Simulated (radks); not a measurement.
Dy29+, 37 electrons, occupied as [Kr] 4d1.

Calculated with a radial shooting solver on a logarithmic mesh with Libxc functionals: scalar-relativistic Kohn-Sham, PBEsol, spin-polarised, spherical densities, finite nucleus; open shells are filled with parallel spins first (spin-orbit coupling, left out, can overturn this in heavy ions); Fermi nuclear charge, rms radius 5.2218 fm.

Energy parts (Ry):
total: -23460.5540
kinetic: 25374.1393
electron-nucleus: -54427.6639
Hartree: 6031.3182
exchange-correlation: -438.3475

Orbitals (lengths in bohr, moments of r in powers of bohr; r(max) is where P^2 peaks):
orbital	occ.	eigenvalue (Ry)	r(max)	<1/r>
1s up	1	-4018.468	0.01338	74.52
1s down	1	-4018.466	0.01338	74.52
2s up	1	-733.3912	0.07605	17.33
2s down	1	-733.3243	0.07605	17.33
2p up	3	-659.6142	0.06169	16.10
2p down	3	-659.5603	0.06168	16.10
3s up	1	-220.5256	0.2146	6.435
3s down	1	-220.4868	0.2146	6.436
3p up	3	-197.8518	0.2106	6.041
3p down	3	-197.8094	0.2106	6.042
3d up	5	-169.1534	0.1715	5.735
3d down	5	-169.0944	0.1715	5.735
4s up	1	-95.17640	0.4701	2.999
4s down	1	-94.97903	0.4700	2.998
4p up	3	-86.89092	0.4831	2.825
4p down	3	-86.69546	0.4830	2.825
4d up	1	-75.98701	0.4810	2.640
4d down	0	-75.79340	0.4809	2.640

The highest occupied level is 4d up at -1033.9 eV. For comparison, the ionisation energy in NIST's Atomic Spectra Database is 1059 eV (theoretical). In exact Kohn-Sham theory the highest level is minus the ionisation energy, but local and semilocal functionals leave it too shallow, through self-interaction and a potential that decays too fast; potentials with the right tail come closer.
